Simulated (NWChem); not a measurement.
Species: CH9NSi2; SMILES C[SiH2]N[SiH3]

```xyz
13

C      0.5813     2.4582    -0.2590
Si    -0.5554     1.0531     0.2435
N      0.3241    -0.4251     0.5463
Si     0.1197    -2.0059    -0.1499
H      1.1353     2.2085    -1.1769
H      0.0017     3.3772    -0.4422
H      1.3145     2.6793     0.5331
H     -1.3217     1.4845     1.4588
H     -1.5298     0.7456    -0.8464
H      1.0154    -0.3707     1.2913
H      1.4269    -2.5582    -0.6285
H     -0.8155    -1.8764    -1.3049
H     -0.4438    -3.0050     0.8147
```
Atoms are numbered in this order, from 1.

All runs: NWChem. Pople sets run with spherical d functions. All runs use the structure optimised with PBE0/def2-SVP. Not confirmed as a minimum by frequencies. Level: M06-2X/6-31G* with SMD (1 M gas to 1 M solution), gas-phase geometry. Reactions with the solvent are ignored.

Q: What does the run give for solvent n-hexane? Quantities: solvation free energy (kcal/mol); cavity-dispersion-structure term (kcal/mol); dipole in solution (D).

A: 
```
Quantity                                     Result
-------------------------------------------  ------
solvation free energy (kcal/mol)               -1.7
cavity-dispersion-structure term (kcal/mol)    -0.4
dipole in solution (D)                         1.45
```
